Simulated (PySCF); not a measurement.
# Working out the excitation energy of Rb

Rb [Kr] 5s1 (2S) → Rb [Kr] 5p1 (2P). All numbers are calculated (PySCF 2.14, the spin-free X2C one-electron Hamiltonian (Gaussian nucleus), in x2c-TZVPPall). Frozen: [Ar] 3d10. Energies in hartree (1 hartree = 27.21139 eV):

```csv
part,Rb (lower),Rb (upper)
UHF,-2979.117082,-2979.067686
MP2 opposite-spin,-0.127332,-0.123439
MP2 same-spin,-0.046764,-0.043483
```

Q: What does Hartree-Fock give?

A: (-2979.067686) − (-2979.117082) = 0.049396 hartree = 1.344 eV.

Q: What do MP2 and SCS-MP2 (6/5 opposite-spin, 1/3 same-spin) give?

A: The opposite-spin parts differ by 0.106 eV and the same-spin parts by 0.089 eV. MP2: 1.344 + (0.106) + (0.089) = 1.539 eV. SCS-MP2: 1.344 + 1.2 × (0.106) + (0.089)/3 = 1.501 eV.

Measured between the centres of the two terms (NIST): 1.579 eV, so MP2 (valence and next inner shell) is off by -0.040 eV.

What remains against the reference includes basis incompleteness, the frozen core and correlation beyond second order.
